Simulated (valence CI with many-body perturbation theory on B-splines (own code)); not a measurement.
**Pm²⁹⁺: calculated level list**

Calculated by valence CI with perturbative core correlation (CI+MBPT): four valence electrons over a frozen Dirac-Fock core [Ar] 3d10, radial functions for each j: 11 s, 11 p, 10 d, 8 f, 5 g, 2 h, with the one-electron correlation potential Σ1 (screened to all orders), the two-electron term Σ2, the three-electron term Σ3, Breit, model QED; selected single and double excitations, second order for the rest, scaled by the run's own slope (own B-spline code, finite nucleus).

The last digits are not significant, and no measured levels were compared; by estimate large intervals hold to a few tenths of a per cent, small ones and those within an open d or f shell to about a per cent. Among the levels kept, up to 330 cm⁻¹ of a level comes from second order outside the variational space, and about a tenth of that is noise between levels of different J, which matters for small intervals.

Levels 46 to 90 of 182, with energies above the lowest level, (4s^2 4p1/2^2) J=0. "Leading %" is the weight of the configuration and term that name the level; weights of strongly mixed levels are sums over their largest components and can fall short. In the jj column 3d3/2^4 stands for four electrons in 3d with j = 3/2. Lifetimes count E1, E2, E3, M1 and M2 decay at the calculated energies, and are blank where another channel may lead or the interval is too uncertain; long ones can be off by a factor of two.

| No. | Configuration | Term | J | E (eV) | Leading % | Second component | Lifetime | Leading jj |
| --- | --- | --- | --- | --- | --- | --- | --- | --- |
| 46 | 4s 4p2 4d | 3G | 3 | 244.71 | 57 | 19 % 4s 4p2 4d 1F | 12.9 ps | 4s 4p1/2 4p3/2 4d3/2 (87 %) |
| 47 | 4s 4p2 4d | 5P | 1 | 245.24 | 55 | 19 % 4s 4p2 4d 3P | 2.07 ps | 4s 4p1/2 4p3/2 4d3/2 (87 %) |
| 48 | 4s 4p2 4d | 3P | 2 | 246.35 | 56 | 10 % 4s 4p2 4d 3F | 4.58 ps | 4s 4p1/2 4p3/2 4d5/2 (69 %) |
| 49 | 4s 4p2 4d | 3D | 1 | 246.56 | 27 | 24 % 4s 4p2 4d 1P | 3.66 ps | 4s 4p1/2 4p3/2 4d3/2 (53 %) |
| 50 | 4s 4p2 4d | 5D | 3 | 246.90 | 35 | 22 % 4s 4p2 4d 3F | 6.41 ps | 4s 4p1/2 4p3/2 4d5/2 (73 %) |
| 51 | 4s 4p2 4d | 3F | 4 | 252.19 | 28 | 24 % 4s 4p2 4d 1G | 7.46 ps | 4s 4p1/2 4p3/2 4d5/2 (62 %) |
| 52 | 4s 4p2 4d | 3D | 1 | 252.82 | 74 | 8 % 4s 4p2 4d 3P | 2.44 ps | 4s 4p1/2 4p3/2 4d3/2 (78 %) |
| 53 | 4s 4p2 4d | 3D | 3 | 254.13 | 54 | 31 % 4s 4p2 4d 3F | 2.29 ps | 4s 4p1/2 4p3/2 4d5/2 (58 %) |
| 54 | 4s 4p2 4d | 1G | 4 | 254.40 | 32 | 31 % 4s 4p2 4d 3G | 17.8 ps | 4s 4p1/2 4p3/2 4d5/2 (88 %) |
| 55 | 4s 4p2 4d | 3D | 3 | 254.68 | 38 | 17 % 4s 4p2 4d 3F | 8.83 ps | 4s 4p1/2 4p3/2 4d5/2 (81 %) |
| 56 | 4s 4p2 4d | 3F | 2 | 256.47 | 40 | 12 % 4s 4p2 4d 3D | 2.02 ps | 4s 4p1/2 4p3/2 4d3/2 (66 %) |
| 57 | 4s 4p2 4d | 3P | 0 | 257.55 | 89 | 6 % 4s2 4d2 3P | 2.37 ps | 4s 4p1/2 4p3/2 4d3/2 (62 %) |
| 58 | 4s 4p2 4d | 3D | 1 | 257.69 | 72 | 9 % 4s 4p2 4d 1P | 4.87 ps | 4s 4p1/2 4p3/2 4d5/2 (85 %) |
| 59 | 4s 4p2 4d | 3F | 3 | 261.31 | 35 | 29 % 4s 4p2 4d 1F | 3.41 ps | 4s 4p1/2 4p3/2 4d5/2 (71 %) |
| 60 | 4s 4p2 4d | 3F | 2 | 261.59 | 31 | 24 % 4s 4p2 4d 3D | 3.15 ps | 4s 4p1/2 4p3/2 4d5/2 (54 %) |
| 61 | 4s 4p2 4d | 3P | 0 | 261.97 | 57 | 22 % 4s 4p2 4d 1S | 2.94 ps | 4s 4p1/2 4p3/2 4d5/2 (42 %) |
| 62 | 4s 4p2 4d | 3P | 1 | 262.15 | 43 | 30 % 4s 4p2 4d 3S | 3.13 ps | 4s 4p1/2 4p3/2 4d5/2 (86 %) |
| 63 | 4s 4p2 4d | 3D | 2 | 262.81 | 57 | 9 % 4s 4p2 4d 3P | 3.29 ps | 4s 4p1/2 4p3/2 4d5/2 (78 %) |
| 64 | 4s 4p2 4d | 1P | 1 | 265.15 | 30 | 25 % 4s 4p2 4d 3P | 1.77 ps | 4s 4p1/2 4p3/2 4d3/2 (37 %) |
| 65 | 4s 4p2 4d | 3P | 2 | 265.48 | 32 | 18 % 4s 4p2 4d 1D | 1.93 ps | 4s 4p1/2 4p3/2 4d5/2 (60 %) |
| 66 | 4p4 | 3P | 0 | 270.18 | 36 | 33 % 4s 4p2 4d 1S | 7.75 ps | 4p3/2^4 (52 %) |
| 67 | 4s 4p2 4d | 3F | 4 | 271.34 | 46 | 31 % 4s 4p2 4d 5D | 15.3 ps | 4s 4p3/2^2 4d5/2 (82 %) |
| 68 | 4s 4p2 4d | 3D | 2 | 273.48 | 29 | 22 % 4s 4p2 4d 5P | 2.21 ps | 4s 4p3/2^2 4d3/2 (78 %) |
| 69 | 4s 4p2 4d | 3G | 5 | 273.57 | 55 | 41 % 4s 4p2 4d 5F | 47.8 ps | 4s 4p3/2^2 4d5/2 (90 %) |
| 70 | 4s 4p2 4d | 3D | 3 | 273.63 | 36 | 16 % 4s 4p2 4d 3F | 2.29 ps | 4s 4p3/2^2 4d3/2 (66 %) |
| 71 | 4s 4p2 4d | 3P | 1 | 273.94 | 33 | 26 % 4s 4p2 4d 5P | 2.57 ps | 4s 4p3/2^2 4d3/2 (76 %) |
| 72 | 4s2 4p 4f | 3G | 3 | 276.65 | 54 | 17 % 4s2 4p 4f 1F | 3.06 ps | 4s^2 4p1/2 4f5/2 (81 %) |
| 73 | 4s2 4p 4f | 3F | 4 | 278.04 | 27 | 26 % 4s2 4p 4f 3G | 7.65 ps | 4s^2 4p1/2 4f7/2 (77 %) |
| 74 | 4s 4p2 4d | 3F | 4 | 279.01 | 62 | 10 % 4s 4p2 4d 3G | 2.21 ps | 4s 4p3/2^2 4d3/2 (69 %) |
| 75 | 4s2 4p 4f | 3F | 2 | 280.10 | 32 | 19 % 4s2 4p 4f 1D | 2.58 ps | 4s^2 4p1/2 4f5/2 (63 %) |
| 76 | 4s2 4p 4f | 3D | 3 | 280.90 | 36 | 22 % 4s2 4p 4f 3F | 2.79 ps | 4s^2 4p1/2 4f7/2 (76 %) |
| 77 | 4s 4p2 4d | 3P | 0 | 282.21 | 65 | 9 % 4p4 1S | 1.76 ps | 4s 4p3/2^2 4d3/2 (41 %) |
| 78 | 4s 4p2 4d | 3D | 3 | 285.59 | 31 | 31 % 4s 4p2 4d 1F | 4.28 ps | 4s 4p3/2^2 4d5/2 (64 %) |
| 79 | 4s 4p2 4d | 3P | 1 | 286.08 | 30 | 25 % 4s 4p2 4d 3S | 2.51 ps | 4s 4p3/2^2 4d5/2 (55 %) |
| 80 | 4s 4p2 4d | 3D | 2 | 287.22 | 34 | 18 % 4s 4p2 4d 3P | 2.48 ps | 4s 4p3/2^2 4d3/2 (44 %) |
| 81 | 4s 4p2 4d | 3D | 1 | 287.65 | 41 | 28 % 4s 4p2 4d 1P | 2.16 ps | 4s 4p3/2^2 4d3/2 (52 %) |
| 82 | 4s 4p2 4d | 3P | 2 | 288.55 | 24 | 22 % 4s 4p2 4d 3D | 1.82 ps | 4s 4p3/2^2 4d3/2 (44 %) |
| 83 | 4s 4p2 4d | 3D | 3 | 288.82 | 39 | 25 % 4s 4p2 4d 3F | 3.25 ps | 4s 4p3/2^2 4d5/2 (53 %) |
| 84 | 4s 4p2 4d | 3F | 4 | 289.59 | 58 | 15 % 4s2 4p 4f 3G | 4.10 ps | 4s 4p3/2^2 4d5/2 (71 %) |
| 85 | 4s 4p2 4d | 3D | 1 | 289.60 | 57 | 11 % 4s2 4p 4f 3D | 2.07 ps | 4s 4p3/2^2 4d3/2 (68 %) |
| 86 | 4s 4p2 4d | 3D | 3 | 291.75 | 76 | 9 % 4s 4p2 4d 3F | 3.23 ps | 4s 4p3/2^2 4d5/2 (77 %) |
| 87 | 4s 4p2 4d | 3D | 2 | 292.70 | 35 | 12 % 4s2 4d2 1D | 2.06 ps | 4s 4p3/2^2 4d5/2 (36 %) |
| 88 | 4s 4p2 4d | 1D | 2 | 295.76 | 58 | 14 % 4s 4p2 4d 3D | 6.38 ps | 4s 4p3/2^2 4d5/2 (79 %) |
| 89 | 4s 4p2 4d | 1F | 3 | 296.34 | 36 | 23 % 4s 4p2 4d 3D | 1.88 ps | 4s 4p3/2^2 4d5/2 (45 %) |
| 90 | 4s2 4d2 | 3F | 2 | 299.73 | 65 | 10 % 4s2 4p 4f 3D | 1.31 ps | 4s^2 4d3/2^2 (46 %) |

Where two levels of one J and parity lie close, their mixing, g and order are uncertain.
